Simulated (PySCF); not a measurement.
- geometry from GFN2-xTB
- σ from GIAO-PBE0/pcSseg-1
- run in PySCF
- non-relativistic Hamiltonian, in vacuum, averaged over atoms made equivalent by symmetry, fast rotation or ring inversion, single conformer

Referencing at the same level of theory: 1H (31.72 ppm), 13C (186.93 ppm) vs TMS. Shifts are as computed. Against solution values, carbons near 30 ppm lie about +3 ppm off and those near 130 ppm about +5 ppm. Of 1211 compounds with measured shifts, 218 miss one by over three times the rms of a fit or turn the order of signals round; such compounds aren't used in these exercises. OH and NH positions are gas-phase values without hydrogen bonding to other molecules.

Problem. Order these molecules by the shift of their most deshielded carbon, lowest δ first.
A. CO[Si](F)(OC)C1CC1
B. CC#CC(=O)C(F)(F)CF
C. C#C/C=C(\C#C)C(=C)C
D. CO/C=C(/CCF)[SiH2]O

Solution. A (53.2 ppm, methyl carbon bonded to O), C (147.0 ppm, fully substituted alkene carbon), D (168.1 ppm, alkene carbon bearing oxygen), B (184.6 ppm, carbonyl carbon of an ynone).

Problem. Order these molecules by the shift of their most shielded carbon-bound hydrogen, lowest δ first.
A. CO/C=C(/CCF)[SiH2]O
B. CC#CC(=O)C(F)(F)CF
C. CO[Si](F)(OC)C1CC1

Solution. C (-0.54 ppm, hydrogen on a three-membered-ring carbon), A (1.97 ppm, hydrogen on an allylic sp3 CH2), B (2.40 ppm, hydrogen on a propargylic methyl carbon).

Problem. How many 13C and 1H signals does each give (equivalence by symmetry and fast rotation, but not about amide C–N or C=N bonds)? `C#C/C=C(\C#C)C(=C)C`, `CC#CC(=O)C(F)(F)CF`, `CO[Si](F)(OC)C1CC1`, `CO/C=C(/CCF)[SiH2]O`

Solution. C#C/C=C(\C#C)C(=C)C: 9 C, 6 H; CC#CC(=O)C(F)(F)CF: 6 C, 2 H; CO[Si](F)(OC)C1CC1: 3 C, 4 H; CO/C=C(/CCF)[SiH2]O: 5 C, 6 H.
